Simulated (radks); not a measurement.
The platinum ion Pt+ inside a hard spherical wall (all orbitals vanish at R), configuration held at [Xe] 4f14 5d9 and not refilled when levels cross. Method: scalar-relativistic Kohn-Sham, r2SCAN, spin-polarised, spherical densities, finite nucleus; open shells are filled with parallel spins first (spin-orbit coupling, left out, can overturn this in heavy ions); meta-GGA in the generalised Kohn-Sham scheme; Fermi nuclear charge, rms radius 5.427 fm; computed with a radial shooting solver on a logarithmic mesh with Libxc functionals. Eigenvalues in eV for spin up, with the zero of energy where the potential of the charges vanishes at infinity; a dash marks a level that is unbound or too diffuse for the functional's potential to be trusted. A positive occupied level is held by the wall or, in an anion where self-interaction has pushed it up, behind a barrier. The pressure on the wall is -dE/dV.

R (bohr),E (hartree),kinetic (hartree),e(5s),e(4f),e(5p),e(5d),"e(6s, empty)","e(6p, empty)",pressure (GPa)
free,-18411.4282,20524.783,-112.29,-78.982,-66.103,-14.757,-12.726,-6.154,0
20,-18411.4282,20524.783,-112.29,-78.982,-66.103,-14.757,-12.726,-6.154,< 0.0001
15,-18411.4282,20524.783,-112.29,-78.982,-66.103,-14.757,-12.726,-6.153,< 0.0001
12,-18411.4282,20524.783,-112.29,-78.982,-66.103,-14.757,-12.726,-6.151,< 0.0001
8,-18411.4282,20524.785,-112.28,-78.975,-66.096,-14.751,-12.716,-6.016,0.00536
7,-18411.4277,20524.789,-112.26,-78.947,-66.070,-14.728,-12.675,-5.775,0.0453
2.5,-18408.6859,20537.593,-92.083,-55.748,-46.988,6.995,32.497,58.948,2340
2,-18402.0198,20565.615,-70.683,-29.453,-24.328,36.674,102.14,143.04,14600
1.5,-18370.6471,20683.799,-6.362,38.801,50.540,132.18,325.40,392.50,137000
